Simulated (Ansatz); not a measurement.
Geometry optimisation, Ansatz 0.2.0, UHF/def2-SVP.

input.yaml

```yaml
crystal:
  periodic: [false, false, false]
  atoms:
    - { symbol: Sn, position_ang: [0.018443, 0.041001, -0.034738] }
    - { symbol: H, position_ang: [0.014639, 0.030681, 1.698525] }
    - { symbol: H, position_ang: [1.596947, -0.04772, -0.670607] }
    - { symbol: H, position_ang: [-0.831388, 1.381354, -0.660423] }
    - { symbol: O, position_ang: [-0.914302, -1.582994, -0.656544] }
    - { symbol: H, position_ang: [-1.371901, -2.078948, 0.003314] }
    - { symbol: H, position_ang: [0.007862, 0.012026, 3.568674] }
magnetization:
  spin_polarized: true
  initial_magnetization: 1
basis:
  gaussian: { orbitals: def2-SVP }
hamiltonian:
  xc: hf
relax:
  f_tol: 0.03
  max_steps: 50
```

Command:

```bash
$ ansatz run input.yaml --threads 1 --pin off --max-ram 2048MiB --backend cpu --events-out ev --progress --plain --runs-dir out
```

Task: Where does it end, and by what steps?

Result: The run converged. The force dipped under the threshold on the way, but the program's further checks kept it going. After 19 steps the energy has fallen by 0.145 eV; H7 moved furthest, 1.92 Å.

```json
{"step": "0", "energy less start (eV)": "0.0000", "largest force component (eV/Å)": "0.515", "accepted": "yes"}
{"step": "1", "energy less start (eV)": "-0.0349", "largest force component (eV/Å)": "0.251", "accepted": "yes"}
{"step": "2", "energy less start (eV)": "-0.0803", "largest force component (eV/Å)": "0.151", "accepted": "yes"}
{"step": "3", "energy less start (eV)": "-0.1072", "largest force component (eV/Å)": "0.087", "accepted": "yes"}
{"step": "4", "energy less start (eV)": "-0.1231", "largest force component (eV/Å)": "0.097", "accepted": "yes"}
{"step": "5", "energy less start (eV)": "-0.1295", "largest force component (eV/Å)": "0.276", "accepted": "yes"}
{"step": "6", "energy less start (eV)": "-0.1365", "largest force component (eV/Å)": "0.408", "accepted": "yes"}
{"step": "7", "energy less start (eV)": "-0.1419", "largest force component (eV/Å)": "0.030", "accepted": "yes"}
{"step": "8", "energy less start (eV)": "-0.1390", "largest force component (eV/Å)": "0.680", "accepted": "no"}
{"step": "9", "energy less start (eV)": "-0.1428", "largest force component (eV/Å)": "0.056", "accepted": "yes"}
{"step": "10", "energy less start (eV)": "-0.1413", "largest force component (eV/Å)": "0.462", "accepted": "no"}
{"step": "11", "energy less start (eV)": "-0.1434", "largest force component (eV/Å)": "0.014", "accepted": "yes"}
{"step": "12", "energy less start (eV)": "-0.1438", "largest force component (eV/Å)": "0.035", "accepted": "yes"}
{"step": "13", "energy less start (eV)": "-0.1438", "largest force component (eV/Å)": "0.062", "accepted": "yes"}
{"step": "14", "energy less start (eV)": "-0.1442", "largest force component (eV/Å)": "0.106", "accepted": "yes"}
{"step": "15", "energy less start (eV)": "-0.1443", "largest force component (eV/Å)": "0.074", "accepted": "yes"}
{"step": "16", "energy less start (eV)": "-0.1445", "largest force component (eV/Å)": "0.003", "accepted": "yes"}
{"step": "17", "energy less start (eV)": "-0.1448", "largest force component (eV/Å)": "0.046", "accepted": "yes"}
{"step": "18", "energy less start (eV)": "-0.1450", "largest force component (eV/Å)": "0.030", "accepted": "yes"}
{"step": "19", "energy less start (eV)": "-0.1451", "largest force component (eV/Å)": "0.023", "accepted": "yes"}
```

```xyz
7
Properties=species:S:1:pos:R:3
Sn 0.061 0.008 -0.347
H 0.217 0.164 1.350
H 1.569 -0.044 -1.131
H -0.952 1.237 -0.970
O -0.752 -1.742 -0.747
H -1.607 -1.935 -0.394
H -0.016 0.067 5.487
```

The run took 28 s on 1 thread of Arm Neoverse V1, on a shared host, peak memory 0.13 GiB.
